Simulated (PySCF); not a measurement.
# How methods differ on the ionisation energy of Li⁺

Li⁺ 1s2 (1S) → Li²⁺ 1s1 (2S), as a difference of total energies. All numbers are calculated (PySCF 2.14, scalar relativity by spin-free X2C-1e, in x2c-TZVPall (5s3p, 14 functions)). Correlated levels: valence: nothing frozen. The calculations carry no spin-orbit coupling.

| method | ionisation energy (eV) |
| --- | --- |
| UHF | 74.497 |
| M06-2X | 75.887 |
| BP86 | 75.907 |
| MP2 (valence) | 75.314 |
| SCS-MP2 (valence) | 75.478 |
| CCSD (valence) | 75.431 |

Errors of the correlated levels include the incompleteness of this basis.

With two correlated electrons CCSD is exact in that space.

Question: Which method comes closest to the reference value, and which is furthest?

Answer: The reference is 75.640 eV (theoretical estimate listed by NIST; NIST Atomic Spectra Database, ionization energies). Closest: SCS-MP2 (valence) (error -0.162 eV); furthest: UHF (error -1.143 eV).
